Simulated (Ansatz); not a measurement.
Basis-set extrapolation for C$_{4}$H$_{10}$Mg, SMILES `C[CH2][Mg][CH2]C` (PBE0-D4/def2-TZVP geometry, frozen core, Ansatz). Multiplicity 1, RHF reference. For Mg the program correlates outer-core shells too, which these sets cover unevenly, so the extrapolated numbers aren't a true limit.

```
                      def2-TZVPP   def2-QZVPP
                 HF  -356.921605  -356.937803
    MP2 correlation    -0.922563    -1.008378
CCSD(T) correlation    -1.013984      not run
```

Energies in hartree. Use E(X) = E(∞) + A·exp(−7.88·√X) for Hartree–Fock and E(X) = E(∞) + B·X^(−2.97) for correlation, with X = 3 and 4, and add CCSD(T) minus MP2 of the smaller set to the MP2 limit.

Q: What is the CCSD(T) energy at the basis-set limit?

A: HF limit: -356.937803 + (-0.016198) × 0.13774 = -356.94003. MP2 limit: -1.008378 + (-0.085815) × 0.74074 = -1.07194. Higher-order term: -1.013984 − (-0.922563) = -0.09142. Total: -358.10339 hartree, 105.3 kcal/mol below CCSD(T)/def2-TZVPP.
